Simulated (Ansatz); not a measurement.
Consider the isomerisation: `C=C=C([SiH3])Cl` → `CC#C[SiH2]Cl`.

Computed with Ansatz on PBE0-D4/def2-TZVP structures; ΔE is electronic, products minus reactants. CBS: MP2 limit from def2 TZ/QZ plus the TZ coupled-cluster correction, frozen cores. DFT in def2-TZVPP. B3LYP here is the variant with VWN-RPA as its local correlation; programs differ in this.

`C=C=C([SiH3])Cl`:

```xyz
10

C    -0.194   -0.033    2.220
C    -0.379    0.225    0.960
C    -0.520    0.449   -0.313
Si    0.567   -0.322   -1.621
Cl   -1.774    1.520   -0.893
H     0.468    0.577    2.826
H    -0.702   -0.861    2.703
H    -0.276   -1.115   -2.551
H     1.560   -1.193   -0.947
H     1.251    0.753   -2.384
```

`CC#C[SiH2]Cl`:

```xyz
10

C    -0.555    1.875   -1.117
C    -0.160    0.679   -0.408
C     0.167   -0.323    0.185
Si    0.659   -1.817    1.068
Cl   -0.997   -2.746    1.858
H    -0.336    2.767   -0.525
H    -1.627    1.860   -1.328
H    -0.022    1.957   -2.067
H     1.309   -2.772    0.144
H     1.563   -1.480    2.190
```

(1) Is it downhill or uphill in electronic energy at CCSD(T)/CBS, and by how much? (Best estimate.)

(2) What do these levels give: PBE0-D4, PBE, PBE0, B3LYP, HF/def2-TZVPP, MP2/def2-TZVPP, SCS-MP2/def2-TZVPP, CCSD(T)/def2-TZVPP, MP2/def2-QZVPP, SCS-MP2/def2-QZVPP, MP2/CBS(def2), CCSD/CBS(def2)? (An estimate is asked.)

Largest T1 diagnostic among the species: 0.012.

Answers

(1) Computed: Downhill: ΔE = -2.07 eV.

(2) Ansatz gave: PBE0-D4 -1.89, PBE -1.78, PBE0 -1.92, B3LYP -1.92, HF/def2-TZVPP -2.25, MP2/def2-TZVPP -2.21, SCS-MP2/def2-TZVPP -2.17, CCSD(T)/def2-TZVPP -2.03, MP2/def2-QZVPP -2.23, SCS-MP2/def2-QZVPP -2.20, MP2/CBS(def2) -2.25, CCSD/CBS(def2) -2.12 eV.

In def2-TZVPP, CCSD(T) changes the Hartree–Fock value by +0.23 eV (the triples alone add +0.05 eV) and MP2 by +0.04 eV. The D4 term adds +0.05 eV with B3LYP and +0.03 eV with PBE0; it sums over pairs of atoms, weighted by their polarisabilities, and B3LYP, whose exchange is more repulsive, gets the larger term.
